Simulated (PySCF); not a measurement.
# Reading the logs of faulty runs: B2ClGeH4 cation

These are calculations, not measurements. They come from PySCF 2.14.0, an open-source quantum chemistry program, on an isolated molecule that a program drew, which may never have been made. The molecule is B2ClGeH4 cation (charge +1, singlet), drawn as the SMILES string `B[BH][GeH+][Cl]`.

Each row is a Hartree-Fock (HF) and frozen-core CCSD(T) single point in the cc-pV(D+d)Z basis, meant for a local HF minimum. Run 1 is clean. Each other run has one planted mistake out of seven kinds, and not every kind appears here: one electron removed, one electron added, multiplicity raised by two, geometry at a saddle point, minimal basis STO-3G, one bond length entered in bohr, all coordinates scaled. The reference is restricted for singlets and unrestricted otherwise, and also for a bond in bohr. Adding or removing an electron swaps singlet and doublet. Electrons count all cores. HOMO and LUMO are orbital energies over both spins, the gradient is its largest component, and the lowest frequency (negative if imaginary) is given only where the gradient is small. Bond lengths are over the 7 bonds as drawn. T1 is the CCSD diagnostic: over 0.02 (restricted) or 0.045 (unrestricted) a single reference is doubtful. Germanium has the cc-pVDZ-PP basis, with a core potential (ECP10MDF) in place of its 10 inner electrons, and its 3s, 3p and 3d shells are frozen in CCSD(T).

Geometry of the clean run:
```xyz
8
B2ClGeH4 cation, angstrom
B     0.2127    1.0398    0.2558
B     0.0031   -0.5290   -0.3244
Ge   -1.8332   -1.2618   -0.9947
Cl   -2.3189   -0.9902   -2.9984
H     0.0736    1.2648    1.4214
H     0.5011    1.9171   -0.5026
H     0.8540   -1.3622   -0.4196
H    -2.9339   -2.0074   -0.2663
```

```
run  electrons  basis functions  <S^2>  HOMO (eV)  LUMO (eV)  gradient (hartree/bohr)  lowest frequency (cm^-1)  mean bond (Å)  longest bond (Å)      T1  HF (hartree)  CCSD(T) (hartree)                          mistake
  1         62               94  0.000     -16.70      -5.44                  2.2e-05                        63         1.5648             2.088  0.0167    -804.29259         -804.72352                         no fault
  2         62               94  0.000     -16.32      -6.43                  3.8e-05                      -363         1.5870             2.172  0.0153    -804.27215         -804.69996       geometry at a saddle point
  3         62               94  0.736     -14.52      -5.43                  1.5e-02                         -         1.7167             2.258  0.0550    -804.17596         -804.60572  one bond length entered in bohr
  4         62               94  0.000     -16.62      -5.50                  1.6e-02                         -         1.5961             2.129  0.0172    -804.29011         -804.72264                                ?
```

**Which mistake was planted in run 4, and what did it cost?**

The mean and the longest bond both change by the same factor, 1.020, and the gradient is no longer small. So the mistake is: all coordinates scaled. Subtracting run 1 and multiplying by 627.51 kcal/mol a hartree, the energy moved by 1.6 kcal/mol in HF and 0.6 kcal/mol in CCSD(T).

Cautions from the logs. Run 3: T1 is over the limit, so its CCSD(T) energy is less reliable.
